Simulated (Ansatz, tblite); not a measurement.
Spin states of Au2S2⁻ (the lowest doublet isomer of a short search), each relaxed with PBE-D4/def2-SVPD in Ansatz. Electronic energies in the gas phase.

In the def2 sets Au takes a core potential; there is no spin–orbit coupling. The xTB rows come from tblite. HSE06 is defined as in plane-wave codes, on full-range PBE exchange. Correlated methods freeze 10 core orbitals; core or outer-core shells of Au are correlated, in sets that lack core-valence functions. The rows differ in basis, and correlated rows in double-zeta sets carry the largest basis error. In CCSD on the charge -1 quartet the largest single amplitude is 0.17, so its Hartree–Fock determinant may place the open shell otherwise than the density functionals do. The structure comes from a short search, and lower isomers may exist.

Doublet geometry (Cs within 0.1 Å):

```xyz
4

Au   -2.141    0.141    1.663
Au    0.725   -0.047   -0.505
S     2.972   -0.166   -0.606
S    -1.555    0.072   -0.552
```

Quartet geometry (Cs within 0.1 Å):

```xyz
4

Au    0.606   -1.574    1.519
Au   -0.182    0.525   -0.343
S    -0.746    2.686   -0.212
S     0.322   -1.637   -0.964
```

⟨S²⟩: doublet 0.76 at PBE0-D4/def2-TZVPD (pure 0.75), quartet 3.78 at PBE0-D4/def2-TZVPD (pure 3.75).

Only these spin states were relaxed. Higher spins weren't run and may lie lower. The quartet has other bonds than the doublet, so the gap mixes isomer and spin.

```tsv
level	quartet − doublet (kJ/mol)	lowest of these
GFN1-xTB	140.2	doublet
GFN2-xTB	218.6	doublet
PBE-D4/def2-TZVPD	81.4	doublet
PBE0-D4/def2-TZVPD	94.0	doublet
HSE06-D4/def2-TZVPD	93.6	doublet
MP2/def2-SVPD	120.2	doublet
CCSD/def2-SVPD	91.0	doublet
CCSD(T)/def2-SVPD	92.9	doublet
```

Change of the quartet − doublet gap on mixing in exact exchange, in kJ/mol: PBE to PBE0 (25 % exact exchange) 12.6.

The xTB methods have no spin-polarisation term.
